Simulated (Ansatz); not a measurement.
`[O]=[Ta]([OH])([F])[Cl]`, one more setting.

```yaml
crystal:
  periodic: [false, false, false]
  atoms:
    - {symbol: O, position_ang: [-2.291683, -0.476946, 0.836430]}
    - {symbol: Ta, position_ang: [-0.498146, 0.007791, -0.217361]}
    - {symbol: O, position_ang: [1.268605, -0.661620, 1.200923]}
    - {symbol: F, position_ang: [-0.465966, -1.184712, -2.231365]}
    - {symbol: Cl, position_ang: [-0.418795, 2.839133, -0.719202]}
    - {symbol: H, position_ang: [2.458610, -0.603648, 1.072826]}
basis:
  gaussian: {orbitals: def2-mTZVPP}
magnetization: {spin_polarized: true, initial_magnetization: 0}
hamiltonian: {xc: {name: B97}}
accuracy: high
scf: {lower_state_search: off}
```

```sh
$ ansatz run in.yaml --threads 4 --pin off --events-out ev --progress --plain --max-ram 10444MiB
```

Shortened log:

```
Functional definition: B97
2670 factors; integrals over basis functions are off by at most 1.2e-7 eV
mean field evaluation 1: about -20867.1021 eV, gradient 8.2e1 eV
mean field evaluation 2: about -20306.3207 eV, gradient 3.0e2 eV
mean field evaluation 4: about -20836.0086 eV, gradient 1.2e2 eV
mean field evaluation 8: about -20899.0855 eV, gradient 1.7e0 eV
mean field evaluation 16: about -20899.2231 eV, gradient 1.1e-7 eV
mean field -20899.22306012 eV, -768.0322814571 hartree, gradient 1.8e-8 eV, S^2 0.000000; 0 other end points of the search recorded, 0 dependent functions left out
reference -20899.22306226 eV, -768.0322815358 hartree; 28, 28 occupied and 112, 112 virtual orbitals, 2670 factors
Total energy: -20899.22306226 eV, -768.0322815358 hartree
Checks for a lower state left out: stability, starts, cluster_reference, orbital_swaps, neighbouring_geometries, increment
```

Run time 9.5 s (4 threads of an Intel Xeon Platinum 8488C on a shared host); peak host memory 0.7 GiB.
